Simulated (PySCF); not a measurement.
## OsSe₂⁻: fields on a plane

These are results of UPBE in PySCF with Os def2-SVPD with ECP60, Se def2-SVPD; scalar-relativistic core potentials, no spin–orbit coupling; density-fitted integrals, not measurements.

The doublet minimum has Os–Se 2.272 Å (×2); Se–Os–Se 155.8°.

The plane holds Os1 at (0.00, 0.00), Se2 at (2.27, 0.00), Se3 at (-2.07, 0.93) Å. Columns run from x = -4.05 to 4.65 Å, rows from y = 3.15 (top) to -1.95 Å, in steps of 0.3 Å. Other isomers or separated fragments may lie lower. Core electrons replaced by a potential are absent, the electrostatic potential uses the reduced nuclear charge, and values within about 0.7 Å of such atoms have no physical meaning.

**Question.** Give the electron density (e/Å³) (cut at 5 e/Å³). Lower edges of the bins (e/Å³): '0' 0.000, '1' 0.030, '2' 0.076, '3' 0.151, '4' 0.268, '5' 0.455, '6' 0.750, '7' 1.218, '8' 1.960, '9' 3.136; top 5.00.

**Answer.** 
```
000000000000000000000000000000
000000000000000000000000000000
000011111100000000000000000000
000123332211000000000000000000
001234554322111100000000000000
012356666533222211111111100000
012467998654333322222332110000
012469999754555543344444321000
012469999765788754456665431000
012457997667999975569997532100
011345666568944986679998642100
001234454458944986679998642100
000122333346999975569996532100
000011122235788654456665421000
000000111223555433344543211000
000000001112333322223332110000
000000000011222111111111000000
000000000000111110000000000000
```

**Question.** Give the spin density (e/Å³) (cut at ±0.5 e/Å³). Every second row and column.

**Answer.** 
```
 0.00  0.00  0.00  0.00  0.00  0.00  0.00  0.00  0.00  0.00  0.00  0.00  0.00  0.00  0.00
 0.00  0.00  0.00  0.00  0.00  0.00  0.00  0.00  0.00  0.00  0.00  0.00  0.00  0.00  0.00
 0.00  0.00  0.00  0.00 -0.01  0.00  0.00  0.00  0.00  0.00  0.00  0.00  0.00  0.00  0.00
 0.00  0.00  0.00  0.00 -0.01 -0.01  0.00  0.00  0.00  0.00  0.00  0.00  0.00  0.00  0.00
 0.00  0.00 -0.01 -0.02  0.00  0.00  0.04  0.01  0.02  0.00 -0.02 -0.01  0.00  0.00  0.00
 0.00  0.00 -0.01 -0.01  0.00  0.00  0.03  0.00  0.03  0.00  0.00  0.00  0.00  0.00  0.00
 0.00  0.00  0.00  0.00  0.00  0.01  0.06  0.06  0.02  0.00  0.00 -0.01 -0.01  0.00  0.00
 0.00  0.00  0.00  0.00  0.00  0.00  0.01  0.01  0.01  0.00 -0.01 -0.01  0.00  0.00  0.00
 0.00  0.00  0.00  0.00  0.00  0.00  0.00  0.00  0.00  0.00  0.00  0.00  0.00  0.00  0.00
```

With open d or f shells other occupations or spin states may lie lower. The lowest empty level of this anion is unbound, so it and the gap depend on the basis. Spin–orbit coupling, left out here, can matter for elements this heavy.
